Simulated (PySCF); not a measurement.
**What binds CaO: the parts of the energy along the bond**

State: ¹Σ⁺, singlet, closed shell. RHF-based CCSD(T) in PySCF 2.14 with Ca cc-pwCVDZ-X2C, O aug-cc-pVDZ-DK and Ca cc-pwCVTZ-X2C, O aug-cc-pVTZ-DK (frozen core orbitals: 6; spin-free X2C with a Gaussian nucleus). Correlation energies are extrapolated as n⁻³ (n = 2, 3), Hartree–Fock as (n+1)·exp(−9√n). CV is the change on freezing 5 orbitals instead, in Ca cc-pwCVTZ-X2C, O cc-pCVTZ-DK. All energies in eV from Ca + O.

```tsv
R (Å)	HF/CBS	CCSD corr.	(T)	CV	total
1.5981	0.399	-3.191	-0.4086	-0.0173	-3.218
1.6707	-0.112	-3.170	-0.4300	-0.0151	-3.727
1.7434	-0.375	-3.156	-0.4530	-0.0133	-3.996
1.8160	-0.443	-3.153	-0.4806	-0.0117	-4.088
1.8887	-0.362	-3.166	-0.5166	-0.0101	-4.055
1.9795	-0.112	-3.200	-0.5806	-0.0082	-3.901
2.0703	0.250	-3.255	-0.6722	-0.0058	-3.683
```

A fit to the total gives Re = 1.8288 Å, De = 4.090 eV, ωe = 725.1 cm⁻¹, Be = 0.4412 cm⁻¹ (masses 39.9626 and 15.9949 u).

**Question.** At R = 1.8160 Å the CCSD correlation energy is -0.437246 hartree in the smaller basis and -0.544848 in the larger. Extrapolate it.

**Answer.** (3³·E3 − 2³·E2)/(3³ − 2³) = -0.59015 hartree; the larger basis holds 92.3 % of it.

The T1 diagnostic is 0.055, large enough to doubt a single reference. The open-shell atoms are computed with UHF. Spin–orbit coupling, excitations beyond (T) and corrections to the Born–Oppenheimer picture are left out.
